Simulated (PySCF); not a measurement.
In(Cl)(OMe)(NH2) (CH5ClInNO), SMILES [O](C)[In]([NH2])[Cl].

Geometry optimised at B3LYP-D3(BJ)/def2-SVP. The structure was generated by enumeration; whether it is a known compound was not checked. The def2 effective core potentials stand for the cores of In; spin–orbit coupling is left out. Other conformers were not sampled.

These are TDDFT-ωB97X/def2-SVPD (PySCF) values and carry that method's errors.

Vertical excitations. The molecule is in vacuum.

| state | energy (eV) | λ (nm) | f | main pairs |
|---|---|---|---|---|
| S1 | 4.88 | 254 | 0.011 | HOMO→LUMO 78 % |
| S2 | 5.24 | 237 | 0.069 | HOMO−1→LUMO 69 %, HOMO−2→LUMO 12 % |
| S3 | 5.63 | 220 | 0.048 | HOMO−2→LUMO 70 % |
| S4 | 6.09 | 204 | 0.008 | HOMO−3→LUMO 86 % |
| S5 | 6.23 | 199 | 0.031 | HOMO−4→LUMO 45 %, HOMO→LUMO+1 32 %, HOMO−1→LUMO+1 12 % |
| S6 | 6.26 | 198 | 0.045 | HOMO−4→LUMO 41 %, HOMO→LUMO+1 35 %, HOMO−1→LUMO+1 9 % |
| S7 | 6.59 | 188 | 0.093 | HOMO−1→LUMO+1 69 %, HOMO→LUMO+1 17 % |
| S8 | 6.87 | 180 | 0.034 | HOMO−2→LUMO+1 83 % |
| S9 | 7.34 | 169 | 0.051 | HOMO−3→LUMO+1 63 %, HOMO−5→LUMO 19 % |
| S10 | 7.44 | 167 | 0.096 | HOMO−4→LUMO+1 30 %, HOMO−3→LUMO+1 27 %, HOMO−5→LUMO 18 %, HOMO→LUMO+2 7 % |
| T1 | 4.32 | 287 | 0 | HOMO→LUMO 75 %, HOMO−1→LUMO 12 % |
| T2 | 4.69 | 264 | 0 | HOMO−1→LUMO 72 %, HOMO→LUMO 12 % |
| T3 | 5.03 | 246 | 0 | HOMO−2→LUMO 83 % |
| T4 | 5.74 | 216 | 0 | HOMO−3→LUMO 84 % |
Triplets are in the Tamm–Dancoff approximation, which puts them higher than full response would, so one can lie above its singlet here.
